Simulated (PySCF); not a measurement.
VCl3, SMILES [Cl][V]([Cl])[Cl] (connectivity only; charge and spin as stated), neutral, multiplicity 3.

Geometry optimised at r2SCAN-D4/def2-SVP. The multiplicity is an assumed one; other spin states were not compared.

Calculation: PySCF 2.14.0 with TDA-PBE/def2-SVPD.

Vertical excitations. The molecule is in vacuum.

```csv
state,energy (eV),λ (nm),f,main pairs
root 1,0.30,4177,0.000,α HOMO→LUMO 95 %
root 2,0.51,2422,0.000,α HOMO−1→LUMO 96 %
root 3,0.91,1360,0.000,α HOMO→LUMO+1 100 %
root 4,1.07,1160,0.000,α HOMO→LUMO+2 96 %
root 5,1.48,838,0.001,α HOMO−1→LUMO+1 99 %
root 6,1.62,763,0.003,α HOMO−1→LUMO+2 95 %
root 7,2.75,450,0.000,α HOMO−2→LUMO 100 %
root 8,3.29,377,0.002,α HOMO−3→LUMO 89 %
root 9,3.41,364,0.000,"α HOMO−4→LUMO 63 %, α HOMO−2→LUMO+1 34 %"
root 10,3.49,355,0.012,"α HOMO−2→LUMO+1 53 %, α HOMO−4→LUMO 28 %, β HOMO−1→LUMO 7 %, β HOMO→LUMO+1 6 %"
```
Unrestricted roots are not spin-pure.
